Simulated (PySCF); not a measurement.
# Ir (iridium, neutral) across methods

[Xe] 4f14 5d7 6s1 6p1, one real determinant (an excited configuration). Computed with PySCF 2.14 in aug-cc-pVDZ-PP with ECP60MDF (5s5p4d2f, 54 functions), with scalar relativity through the core potential.

| method | E (hartree) | mean ε 6s α (eV) | mean ε 5d β (eV) | mean ε 6p α (eV) | Σ⟨r²⟩ (bohr²) | ⟨S²⟩ |
| --- | --- | --- | --- | --- | --- | --- |
| PW91 | -104.3486 | -8.245 | -7.780 | -2.633 | 64.18 | 8.751 |
| PBE | -104.2988 | -8.189 | -7.720 | -2.595 | 64.29 | 8.751 |
| UHF | -103.54253 | -11.278 | -12.691 | -5.128 | 63.76 | 8.754 |
| PBE0 | -104.2660 | -9.111 | -9.167 | -3.295 | 63.58 | 8.751 |
| B3LYP | -104.3051 | -8.839 | -9.049 | -3.069 | 64.22 | 8.751 |
| r2SCAN | -104.3202 | -8.556 | -7.771 | -2.768 | 63.08 | 8.751 |
| CAM-B3LYP | -104.2186 | -10.246 | -10.645 | -4.205 | 63.54 | 8.751 |
| BHandHLYP | -104.1500 | -9.758 | -10.667 | -3.758 | 63.80 | 8.751 |

Problem. Estimate the same row for LDA.

Solution. E (hartree) = -104.0725; mean ε 6s α (eV) = -8.414; mean ε 5d β (eV) = -7.764; mean ε 6p α (eV) = -2.683; Σ⟨r²⟩ (bohr²) = 64.04; ⟨S²⟩ = 8.750.

⟨L²⟩ = 13.77 against 20 for a pure G term, so this real determinant mixes terms. Energies and moments cover only the electrons outside the core potential. Spin-orbit coupling, absent here, splits the open shell strongly.
